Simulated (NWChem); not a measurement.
Species: NaF; SMILES [F][Na]

```xyz
2

Na     0.0000     0.0000    -0.8567
F      0.0000     0.0000     1.0316
```
Atoms are numbered in this order, from 1.

All runs: NWChem. All runs use the structure optimised with PBE0/def2-SVP. GIAO values for the isolated, static molecule; σ is the absolute isotropic shielding.

Problem. What does the run give for Hartree-Fock/pcSseg-1? Quantities: σ Na1 (ppm); σ F2 (ppm).

Solution. 
```yaml
"σ Na1 (ppm)": 580.0
"σ F2 (ppm)": 463.5
```
